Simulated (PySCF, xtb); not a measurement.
CrO2F, SMILES [O]=[Cr+](=[O])[F], charge +1, multiplicity 1.

Harmonic wavenumbers (cm⁻¹) from GFN2-xTB in xtb at its own minimum, in rising order: 279, 291, 344, 621, 925, 998.

### Question
What does PySCF with B3LYP-D3(BJ)/def2-SVP give at its own minimum? (Estimate from the structure and the level; the computed values follow.)

### Answer
256, 300, 463, 853, 1161, 1173. Paired by order, the mean absolute difference is 132 cm⁻¹ and the zero-point energies are 4.9 and 6.0 kcal/mol.
